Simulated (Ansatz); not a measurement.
C₂HF₅, triplet, at the geometry of the source list (a higher spin typed on purpose: for a closed-shell molecule this is an excited state); Ansatz (an electronic-structure program) with BHLYP/STO-3G.

Input for Ansatz:
Ansatz 0.2 input:
```yaml
crystal:
  periodic: [false, false, false]
  atoms:
    - {symbol: F, position_ang: [1.10220000, -1.19930000, 0.67480000]}
    - {symbol: C, position_ang: [0.77990000, -0.12100000, -0.05470000]}
    - {symbol: F, position_ang: [1.41890000, 0.93700000, 0.46610000]}
    - {symbol: C, position_ang: [-0.74820000, 0.11140000, 0.00470000]}
    - {symbol: F, position_ang: [-1.19280000, 0.29790000, 1.23880000]}
    - {symbol: F, position_ang: [-1.07750000, 1.18140000, -0.72060000]}
    - {symbol: F, position_ang: [-1.39140000, -0.93590000, -0.51370000]}
    - {symbol: H, position_ang: [1.10880000, -0.27150000, -1.09550000]}
basis:
  gaussian:
    orbitals: STO-3G
hamiltonian:
  xc: {name: BHLYP}
magnetization: {spin_polarized: true, initial_magnetization: 2}
```

Problem. Write the output that Ansatz gives for this input, abridged.

Solution. 
```
Functional definition: BHLYP
539 factors; integrals over basis functions are off by at most 3.5e-5 eV
mean field evaluation 1: about -15430.7433 eV, gradient 2.6e1 eV
mean field evaluation 2: about -15432.7582 eV, gradient 2.1e1 eV
mean field evaluation 4: about -15435.0625 eV, gradient 6.8e-1 eV
mean field evaluation 8: about -15435.3422 eV, gradient 7.9e-2 eV
mean field evaluation 16: about -15435.3427 eV, gradient 8.6e-4 eV
mean field evaluation 32: about -15435.3595 eV, gradient 1.4e-3 eV
mean field evaluation 64: about -15435.1244 eV, gradient 1.7e0 eV
mean field -15435.35951812 eV, -567.2389998286 hartree, gradient 1.2e-5 eV, S^2 2.006971; 4 other end points of the search recorded, 0 dependent functions left out
reference -15435.35959858 eV, -567.2390027852 hartree; 30, 28 occupied and 6, 8 virtual orbitals, 539 factors
Total energy: -15435.35959858 eV, -567.2390027852 hartree
```
